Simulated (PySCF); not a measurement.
Molecule: `F/C=C1\C=CC=C1Cl`, C6H4ClF.

Bonds (- single, = double, # triple, : aromatic): F1-C2, C2=C3, C3-C4, C4=C5, C5-C6, C6=C7, C7-Cl8, C7-C3. C2 carries H9; C4 carries H10; C5 carries H11; C6 carries H12. Stereochemistry as in F/C=C1\C=CC=C1Cl.

Frames of a GFN2-xTB Langevin trajectory at 300 K; GIAO PBE0/pcSseg-1 shieldings in PySCF 2.14.0 with density-fitted response routines, gas phase, non-relativistic; equivalent atoms averaged within each frame.

References, each an isolated molecule treated in the same way: CFCl3 for ¹⁹F (170.95 ppm); ¹³C (186.93 ppm) and ¹H (31.72 ppm) against TMS; ³⁵Cl (949.78 ppm) against HCl. The references are static minima.

Task: How do the shifts (ppm) fluctuate along the trajectory?

Result: 
```csv
time (fs),F1,C2,C5,C6,C7,C3,C4,Cl8,H9,H10
250,-103.3,165.2,137.0,136.9,136.4,133.2,125.1,147,8.07,7.63
425,-82.7,172.1,133.3,145.5,138.7,132.1,124.2,189,7.60,5.70
625,-80.8,172.5,136.4,127.4,138.4,147.8,132.7,184,8.41,6.50
800,-89.0,166.3,135.7,143.7,152.2,132.0,120.5,189,7.79,6.55
1000,-97.2,165.7,141.1,135.3,140.7,135.5,126.6,198,7.32,6.87
mean of frames,-90.6,168.4,136.7,137.7,141.3,136.1,125.8,182,7.84,6.65
standard deviation,9.5,3.6,2.8,7.2,6.3,6.7,4.5,20,0.42,0.70
```

5 frames give an uncertainty of the mean of about the standard deviation over 2.2 at best, since frames this close in time may not be independent; classical motion lacks zero-point vibration, and the reference would need the same averaging.
